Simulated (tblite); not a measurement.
Compound: C7H12PSi (charge -1).
Numbering: `[CH3:1][CH2:2][c:3]1[p-:4][cH:5][c:6]([SiH3:7])[c:8]1[CH3:9]` (hydrogens: H10, H11, H12 on C1; H13, H14 on C2; H15 on C5; H16, H17, H18 on Si7; H19, H20, H21 on C9)

The geometry is computed with GFN2-xTB (gas phase).

What internal coordinates does the optimisation give?

```json
{"bond": "C1–C2", "length (Å)": "1.530"}
{"bond": "C2–C3", "length (Å)": "1.502"}
{"bond": "C3–P4", "length (Å)": "1.767"}
{"bond": "P4–C5", "length (Å)": "1.731"}
{"bond": "C5–C6", "length (Å)": "1.393"}
{"bond": "C6–Si7", "length (Å)": "1.844"}
{"bond": "C6–C8", "length (Å)": "1.418"}
{"bond": "C8–C9", "length (Å)": "1.501"}
{"bond": "C3–C8", "length (Å)": "1.380"}
{"bond": "C1–H10, C1–H11, C1–H12", "length (Å)": "1.089"}
{"bond": "C2–H13, C2–H14", "length (Å)": "1.096"}
{"bond": "C5–H15", "length (Å)": "1.082"}
{"bond": "Si7–H16, Si7–H17", "length (Å)": "1.479"}
{"bond": "Si7–H18", "length (Å)": "1.485"}
{"bond": "C9–H19, C9–H20, C9–H21", "length (Å)": "1.092"}
```

Bonds in one row agree within 0.01 Å and their mean is given. A selection of angles:
```json
{"angle": "C2–C1–H10", "degrees": "109.5"}
{"angle": "C2–C1–H12", "degrees": "111.3"}
{"angle": "H10–C1–H11", "degrees": "108.2"}
{"angle": "H10–C1–H12", "degrees": "108.8"}
{"angle": "C1–C2–C3", "degrees": "111.8"}
{"angle": "C1–C2–H13", "degrees": "109.1"}
{"angle": "C3–C2–H13", "degrees": "110.5"}
{"angle": "C3–C2–H14", "degrees": "108.9"}
{"angle": "H13–C2–H14", "degrees": "107.6"}
{"angle": "C2–C3–P4", "degrees": "122.0"}
{"angle": "C2–C3–C8", "degrees": "125.7"}
{"angle": "P4–C3–C8", "degrees": "112.3"}
{"angle": "C3–P4–C5", "degrees": "89.5"}
{"angle": "P4–C5–C6", "degrees": "113.8"}
{"angle": "P4–C5–H15", "degrees": "122.3"}
{"angle": "C6–C5–H15", "degrees": "123.8"}
{"angle": "C5–C6–Si7", "degrees": "123.5"}
{"angle": "C5–C6–C8", "degrees": "111.4"}
{"angle": "Si7–C6–C8", "degrees": "125.1"}
{"angle": "C6–Si7–H16", "degrees": "114.6"}
{"angle": "C6–Si7–H17", "degrees": "112.3"}
{"angle": "H16–Si7–H17", "degrees": "105.4"}
{"angle": "H16–Si7–H18", "degrees": "103.7"}
{"angle": "C6–C8–C9", "degrees": "122.2"}
{"angle": "C3–C8–C6", "degrees": "112.9"}
{"angle": "C3–C8–C9", "degrees": "124.8"}
{"angle": "C8–C9–H19", "degrees": "111.4"}
{"angle": "C8–C9–H21", "degrees": "110.4"}
{"angle": "H19–C9–H20", "degrees": "107.9"}
```

Dihedral angles: C1–C2–C3–P4 -101° (anticlinal). The mirror-image conformer, all signs reversed, is as good.

Si7 (SiH3 silicon) is distorted tetrahedral (angles from 103.7° to 114.8°). C5 (aromatic CH carbon) is planar (angles 123.8°, 122.3° and 113.8°, sum 360.0°, 0.00 Å off the plane of its three neighbours). C6 (substituted aromatic carbon) is planar (angles 125.1°, 123.5° and 111.4°, sum 360.0°, 0.00 Å off the plane of its three neighbours). P4 (phosphorus bonded to 2 C) is bent (angle 89.5°). The 2 C–P bonds span 1.731 Å (P4–C5, aromatic) to 1.767 Å (C3–P4, aromatic), a spread of 0.036 Å. The 6 C–C bonds span 1.380 Å (C3–C8, aromatic) to 1.530 Å (C1–C2, drawn single), a spread of 0.150 Å. C8 (substituted aromatic carbon) is planar (angles 124.8°, 122.2° and 112.9°, sum 360.0°, 0.00 Å off the plane of its three neighbours).

Point group: C1 (no symmetry element, even within 0.4 Å). Its GFN2-xTB frequencies are all real (lowest 72 cm⁻¹).

Time: 1.6 s wall. Hardware: Arm Neoverse V1, one thread, shared host with 32 logical CPUs at a one-minute load of 9.6. These figures are those of the optimisation.
